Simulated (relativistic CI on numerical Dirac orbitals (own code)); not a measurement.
## Au3+: 5p photoemission

Computed with this model: Dirac-Coulomb-Breit CI, separate exchange-only KLI orbitals for each configuration, a model potential for QED, valence Slater integrals scaled by 0.8, multiplet model of photoemission in the sudden approximation; configurations [Xe] 4f14 5d8 → [Kr] 4d10 4f14 5s2 5p5 5d8; 300 K; Lorentzian 1.5 eV and Gaussian 0.6 eV FWHM. Energies are those of the free ion, without screening or charge transfer. The energies are binding energies and can lie tens of eV above those of solids. S is read from ⟨S²⟩ = S(S + 1).

Field parameters in Wybourne normalisation: Oh B⁴₀ = 21Dq, B⁴₄ = √(5/14) B⁴₀. The field is a parameter set, without covalency.

Computed curve for Oh, 10Dq = 7000 cm⁻¹, scaled to 100 at the maximum (points under 2 are left out and the grid is thinned):

(Energy (eV), Intensity): (92.2, 2.1), (93.2, 2.7), (94.0, 3.5), (95.0, 5.1), (95.8, 7.3), (96.8, 13.6), (97.8, 34.2), (98.6, 82.8), (99.6, 79.3), (100.6, 60.9), (101.4, 50.3), (102.4, 50.1), (103.2, 54.0), (104.2, 37.5), (105.2, 29.2), (106.0, 29.4), (107.0, 47.6), (107.8, 39.3), (108.8, 18.8), (109.8, 14.1), (110.6, 10.1), (111.6, 5.6), (112.6, 3.8), (113.4, 3.3), (114.4, 3.2), (115.2, 3.4), (116.2, 4.2), (117.2, 6.1), (118.0, 9.8), (119.0, 24.0), (119.8, 49.2), (120.8, 64.4), (121.8, 49.1), (122.6, 38.3), (123.6, 31.9), (124.6, 13.6), (125.4, 7.8), (126.4, 4.5), (127.2, 3.1), (128.2, 2.1)

The ground state has S = 0.98, and the centroid lies at 108.44 eV.
